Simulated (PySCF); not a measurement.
Ge(H)(Br)(Me)2 (C2H7BrGe), SMILES [CH3][GeH]([CH3])[Br]. Atoms are numbered in the order given.

```xyz
11

Ge     0.7776     0.3284     0.0000
C      1.5066    -0.4759     1.6314
C      1.5066    -0.4759    -1.6314
Br    -1.5368    -0.0823     0.0000
H      0.9328     1.8748     0.0000
H      2.5984    -0.2901     1.6856
H      1.0214    -0.0379     2.5242
H      1.3255    -1.5679     1.6244
H      1.0214    -0.0379    -2.5242
H      2.5984    -0.2901    -1.6856
H      1.3255    -1.5679    -1.6244
```
Charge 0, spin multiplicity 1.

The structure is a stationary point at PBE-D3(BJ)/def2-SVP.

Two levels are set side by side: PBE/pcSseg-1 (PySCF) and PBE0/pcSseg-1 (PySCF). GIAO shifts against GeH4 (⁷³Ge), TMS (¹H), TMS (¹³C) at the same level; non-relativistic, no solvent, atoms listed together averaged. Without spin–orbit terms, shifts of atoms bonded to Cl or Br come out too high at both levels. Differences are taken from unrounded values.

| quantity | PBE |
|---|---|
| δ(⁷³Ge) of Ge1 (ppm) | 423.2 |
| δ(¹³C) of C2, C3 (ppm) | 11.1 |
| δ(¹H) of H5 (ppm) | 6.15 |

Task: These are the PBE values. What does PBE0 give? (Estimate from the structure and the level; the computed values follow.)

Result: 
```csv
quantity,PBE0,PBE minus PBE0
δ(⁷³Ge) of Ge1 (ppm),392.4,30.8
"δ(¹³C) of C2, C3 (ppm)",9.3,1.8
δ(¹H) of H5 (ppm),5.95,0.20
```

Rough cost on one machine, each run with all the roots and properties that it gave: PBE0 against PBE within a factor of 2.
